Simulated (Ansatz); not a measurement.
`[CH3][GeH2][C](=N)Cl` → `[CH2]` (triplet) + `N=[C](Cl)[GeH3]`  (formal loss of a carbene)

Isolated molecules relaxed with PBE0-D4/def2-TZVP in Ansatz; ΔE leaves out vibrations. CCSD(T)/CBS adds triple-zeta CCSD(T) − MP2 to the extrapolated MP2 energy (def2 sets, frozen cores). This one scheme is used for every species. DFT in def2-TZVPP. Triplets are unrestricted, without spin–orbit coupling. For Ge outer-core shells are correlated without core-valence functions, which leaves a few kJ/mol of doubt a bond. Scalar relativity is left out up to krypton. Each species was taken in one conformer, which may not be the lowest.

`[CH3][GeH2][C](=N)Cl`:

Cartesian coordinates in Å:
```
C -1.070 -0.375 -1.315
Ge -0.425 0.616 0.228
C 1.102 -0.349 1.038
N 2.267 0.043 1.270
Cl 0.700 -2.010 1.466
H -1.374 -1.375 -1.004
H -0.282 -0.462 -2.064
H -1.926 0.135 -1.758
H -1.508 0.759 1.309
H 0.130 2.003 -0.153
H 2.386 1.014 0.982
```

`[CH2]` (triplet):

Z-matrix (Å, degrees):
```
C
H 1 1.079
H 1 1.079 2 134.9
```

`N=[C](Cl)[GeH3]`:

```xyz
8

N     0.418    1.637   -0.909
C    -0.052    0.482   -0.826
Cl   -0.798   -0.209   -2.257
Ge   -0.094   -0.746    0.721
H     0.824    1.934   -0.022
H     0.669   -2.023    0.356
H     0.588   -0.008    1.884
H    -1.555   -1.067    1.054
```

```json
{"level": "B2PLYP", "ΔE (kcal/mol)": "110.4"}
{"level": "MP2/CBS(def2)", "ΔE (kcal/mol)": "117.0"}
```

(1) What does CCSD(T)/CBS give? (Best estimate.)

Largest T1 diagnostic among the species: 0.013.

Results:

(1) The calculation gave: +113.1 kcal/mol. The listed levels differ from it by -2.7, 3.9 kcal/mol.

At CCSD(T), def2-SVP lies −7.0 kcal/mol from the extrapolated value and def2-TZVPP −2.6 kcal/mol. From r2SCAN to r2SCAN0 (25 % exact exchange), in def2-TZVPP and without D4, ΔE moves by −1.0 kcal/mol.

CCSD(T)/CBS has its own doubt, a few kJ/mol and more with outer-core shells, so smaller differences from it don't rank the levels.
